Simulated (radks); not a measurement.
The numbers below are computed, except where a source is named.
All-electron atom: Ag3+ in [Kr] 4d8.

Code: a radial shooting solver on a logarithmic mesh with Libxc functionals. Model: scalar-relativistic Kohn-Sham, PBE, spin-polarised, spherical densities, finite nucleus; open shells are filled with parallel spins first (spin-orbit coupling, left out, can overturn this in heavy ions); Fermi nuclear charge, rms radius 4.5454 fm.

Energy parts (hartree):
| part | energy |
|---|---|
| total | -5313.52679 |
| kinetic | 5520.11731 |
| electron-nucleus | -12781.29257 |
| Hartree | 2095.52507 |
| exchange-correlation | -147.87660 |

Orbitals (lengths in bohr, moments of r in powers of bohr; r(max) is where P^2 peaks):
| orbital | occ. | eigenvalue (hartree) | <r> | <r^2> | <1/r> | r(max) |
|---|---|---|---|---|---|---|
| 1s up | 1 | -932.2812 | 0.03111 | 0.001308 | 49.43 | 0.02016 |
| 1s down | 1 | -932.2813 | 0.03111 | 0.001308 | 49.43 | 0.02016 |
| 2s up | 1 | -138.5168 | 0.1349 | 0.02146 | 11.23 | 0.1140 |
| 2s down | 1 | -138.5017 | 0.1349 | 0.02146 | 11.23 | 0.1140 |
| 2p up | 3 | -124.3968 | 0.1177 | 0.01691 | 10.85 | 0.09114 |
| 2p down | 3 | -124.3854 | 0.1177 | 0.01691 | 10.85 | 0.09114 |
| 3s up | 1 | -26.57898 | 0.3685 | 0.1553 | 3.945 | 0.3326 |
| 3s down | 1 | -26.57161 | 0.3685 | 0.1553 | 3.945 | 0.3326 |
| 3p up | 3 | -21.94191 | 0.3676 | 0.1569 | 3.758 | 0.3258 |
| 3p down | 3 | -21.93344 | 0.3675 | 0.1568 | 3.758 | 0.3258 |
| 3d up | 5 | -14.63180 | 0.3457 | 0.1424 | 3.531 | 0.2738 |
| 3d down | 5 | -14.61839 | 0.3457 | 0.1423 | 3.531 | 0.2739 |
| 4s up | 1 | -4.94042 | 0.9062 | 0.9291 | 1.521 | 0.8214 |
| 4s down | 1 | -4.88135 | 0.9053 | 0.9275 | 1.523 | 0.8205 |
| 4p up | 3 | -3.58655 | 0.9867 | 1.112 | 1.373 | 0.8740 |
| 4p down | 3 | -3.52573 | 0.9863 | 1.112 | 1.375 | 0.8729 |
| 4d up | 5 | -1.63449 | 1.245 | 1.830 | 1.065 | 1.011 |
| 4d down | 3 | -1.57560 | 1.253 | 1.858 | 1.061 | 1.010 |
| 5s up | 0 | -1.16781 | 2.321 | 6.029 | 0.5574 | 2.087 |
| 5s down | 0 | -1.14008 | 2.346 | 6.162 | 0.5496 | 2.107 |
| 5p up | 0 | -0.88076 | 2.706 | 8.207 | 0.4733 | 2.431 |
| 5p down | 0 | -0.86008 | 2.740 | 8.411 | 0.4661 | 2.458 |

The highest occupied level is 4d down at -42.874 eV. For comparison, the ionisation energy in NIST's Atomic Spectra Database is 49 eV (theoretical). In exact Kohn-Sham theory the highest level is minus the ionisation energy, but local and semilocal functionals leave it too shallow, through self-interaction and a potential that decays too fast; potentials with the right tail come closer. The electron density at the nucleus is 1.494e+05 e/bohr^3 (large components only). The density falls to 0.001 e/bohr^3 at r = 3.08 bohr. Spin moment in Bohr magnetons: 2. The spin density at the nucleus is -1.749 e/bohr^3 (1s -0.042, 2s -0.859, 3s 0.317, 4s -1.165).
